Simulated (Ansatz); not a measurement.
Reaction (redistribution): `[F][Ge]([F])([SH])[Cl]` + `CO[SiH](F)S` → `C[O][Ge]([F])([SH])[Cl]` + `F[SiH](F)S`

Isolated molecules relaxed with PBE0-D4/def2-TZVP in Ansatz; ΔE leaves out vibrations. CBS: MP2 limit from def2 TZ/QZ plus the TZ coupled-cluster correction, frozen cores. For Ge outer-core shells are correlated without core-valence functions, which leaves a few kJ/mol of doubt a bond. Scalar relativity is left out up to krypton. Each species was taken in one conformer, which may not be the lowest.

`[F][Ge]([F])([SH])[Cl]`:

Cartesian coordinates in Å:
```
F 1.516 -0.923 -1.066
Ge 0.272 0.018 -0.364
F -0.774 0.426 -1.659
S -0.699 -1.205 1.149
Cl 1.088 1.838 0.331
H -1.403 -0.154 1.608
```

`CO[SiH](F)S`:

```xyz
10

C    -0.312   -1.304   -0.945
O    -0.568   -0.057   -0.325
Si    0.556    0.842    0.425
F     1.322   -0.097    1.465
S    -0.406    2.459    1.376
H    -1.254   -1.675   -1.351
H     0.404   -1.198   -1.766
H     0.076   -2.031   -0.226
H     1.590    1.378   -0.485
H    -1.406    1.684    1.832
```

`C[O][Ge]([F])([SH])[Cl]`:

```xyz
10

C     0.553    0.101    1.574
O     0.036    0.684    0.386
Ge   -0.169   -0.294   -1.045
F    -1.107   -1.666   -0.571
S    -1.138    0.883   -2.598
Cl    1.664   -1.112   -1.745
H     0.557    0.881    2.336
H     1.578   -0.255    1.430
H    -0.070   -0.730    1.918
H    -1.903    1.508   -1.684
```

`F[SiH](F)S`:

```xyz
6

F     0.179    1.168    1.223
Si    0.322    0.366   -0.136
F     1.615   -0.532    0.043
S    -1.382   -0.810   -0.515
H     0.522    1.307   -1.248
H    -1.255   -1.500    0.633
```

```
                  species  MP2/CBS(def2) energy (Eh)
 `[F][Ge]([F])([SH])[Cl]`                -3133.93032
            `CO[SiH](F)S`                 -902.93878
`C[O][Ge]([F])([SH])[Cl]`                -3149.12497
             `F[SiH](F)S`                 -887.75446
```

Q: Work out ΔE.

A: ΔE = (-3149.12497) + (-887.75446) − (-3133.93032) − (-902.93878) = -0.01033 Eh = -6.5 kcal/mol. CCSD(T)/CBS gives -6.1 kcal/mol.

Largest T1 diagnostic among the species: 0.012.

In def2-TZVPP, CCSD(T) changes the Hartree–Fock value by −1.6 kcal/mol (the triples alone add −0.2 kcal/mol) and MP2 by −2.0 kcal/mol.
